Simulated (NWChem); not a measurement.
CH4F3NSi; SMILES NC[Si](F)(F)F

```xyz
10

N     -0.1047     2.3853     0.0000
C      0.8506     1.2826     0.0000
Si     0.0522    -0.3910     0.0000
F     -0.8990    -0.5593    -1.2858
F      1.0785    -1.6256     0.0000
F     -0.8990    -0.5593     1.2858
H     -0.7099     2.3462    -0.8176
H     -0.7099     2.3462     0.8176
H      1.5190     1.3717    -0.8737
H      1.5190     1.3717     0.8737
```
Atoms are numbered in this order, from 1.

STO-3G and 3-21G are far too small for this property and stand as cheap habits. The geometry was optimised at PBE0/def2-SVP.

### Question
Give the principal values of the shielding tensors (ppm) of N1, C2, Si3, F4, F5 from Hartree-Fock/STO-3G, GIAO (NWChem), with their diamagnetic and paramagnetic parts as GIAO splits them.

### Answer
```tsv
atom	σ11	σ22	σ33	isotropic	diamagnetic	paramagnetic
N1	279.7	301.4	332.0	304.4	309.8	-5.4
C2	207.9	210.5	254.6	224.3	248.0	-23.7
Si3	560.6	574.8	588.5	574.7	865.2	-290.5
F4	439.5	617.2	650.3	569.0	457.6	111.4
F5	438.2	614.8	643.7	565.6	457.4	108.2
```
